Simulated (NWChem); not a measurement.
**Polarisability of BF**

```xyz
2

B      0.0000     0.0000    -0.8123
F      0.0000     0.0000     0.4513
```
Charge 0, spin multiplicity 1.

Everything below was run with NWChem. The geometry was optimised at B3LYP/def2-SVP, a minimum by its harmonic frequencies.

Basis set: 6-31G*. Static limit. This basis has no diffuse functions, which lowers polarisabilities.

The correlated methods keep 2 core orbitals frozen. B3LYP has NWChem's definition, with VWN1-RPA local correlation. The Pople sets run with spherical d functions. The structure started from a generated list of species. Coupled-cluster values serve here as a point of comparison, not as the truth.

One of these methods gave an isotropic polarisability of 14.49 bohr³. Which?
A) CCSD linear response
B) LDA (SVWN5)
C) B3LYP
D) HF

D, HF. The others give 15.20 (LDA (SVWN5)), 14.81 (B3LYP), 14.08 (CCSD linear response).
